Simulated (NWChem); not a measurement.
System: Si2H5F; SMILES F[SiH2][SiH3]

Computed with NWChem. Pople sets run with spherical d functions. The geometry was optimised at PBE-D3(BJ)/def2-SVP. Ions are spin-unrestricted doublets at the neutral geometry; other ion states weren't tried. Functional: LC-ωPBE (HJS hole) with 6-31G*; rows give the range parameter ω in 1/bohr.

At which range parameter does −ε(HOMO) equal the ΔSCF ionisation energy (optimal tuning)?

about 0.34 per bohr, by linear interpolation in these runs:
```
range parameter (1/bohr)  vertical ionisation energy, ΔSCF (eV)  −ε(HOMO) (eV)  ΔSCF minus −ε(HOMO) (eV)
------------------------  -------------------------------------  -------------  ------------------------
0.05                                                      10.23           7.82                      2.41
0.10                                                      10.26           8.52                      1.74
0.30                                                      10.59          10.41                      0.18
0.35                                                      10.68          10.71                     -0.03
0.80                                                      11.12          11.89                     -0.77
```
